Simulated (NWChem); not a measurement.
CH5BrOSi; SMILES [SiH](Br)(O)C

```xyz
9

Si    -0.0875    -1.0806     0.3945
C      1.4749    -1.7872    -0.3075
O     -1.3574    -1.8397    -0.3517
Br    -0.1632     1.1235    -0.0157
H     -0.1790    -1.2015     1.8773
H      1.5231    -2.8696    -0.1102
H      2.3561    -1.3073     0.1433
H      1.5080    -1.6288    -1.3957
H     -2.2450    -1.5505    -0.1195
```
Atoms are numbered in this order, from 1.

All runs use the structure optimised with PBE0/def2-SVP.

Spin-orbit effects, on the heavy nuclei and on their neighbours, are missing.

**Question.** Give the principal values of the shielding tensors (ppm) of Si1, C2, O3, Br4 from Hartree-Fock/6-31G* (spherical d), GIAO (NWChem), with their diamagnetic and paramagnetic parts as GIAO splits them.

**Answer.** 
```tsv
atom	σ11	σ22	σ33	isotropic	diamagnetic	paramagnetic
Si1	405.5	434.6	474.0	438.0	877.7	-439.7
C2	188.6	196.1	205.0	196.5	253.7	-57.2
O3	264.3	309.2	310.2	294.6	395.2	-100.6
Br4	2502.3	2751.5	2965.5	2739.7	3125.1	-385.3
```
